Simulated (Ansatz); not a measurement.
Reaction (ligand exchange at a Ge–S bond): `CC#C[S][GeH3]` + `BN` → `B[NH][GeH3]` + `CC#CS`

Gas-phase electronic energies from Ansatz, PBE0-D4/def2-TZVP geometries. CBS: MP2 limit from def2 TZ/QZ plus the TZ coupled-cluster correction, frozen cores. This one scheme is used for every species. DFT in def2-TZVPP. For Ge outer-core shells are correlated without core-valence functions, which leaves a few kJ/mol of doubt a bond. Scalar relativity is left out up to krypton. One conformer a species, not always the lowest.

```csv
level,ΔE (kJ/mol)
PBE0,57.7
SCS-MP2/def2-TZVPP,48.0
```

Task: What does CCSD(T)/CBS give? (An estimate is asked.)

Result: The calculation gave: +50.4 kJ/mol. The listed levels differ from it by 7.3, -2.4 kJ/mol.

Largest T1 diagnostic among the species: 0.013.
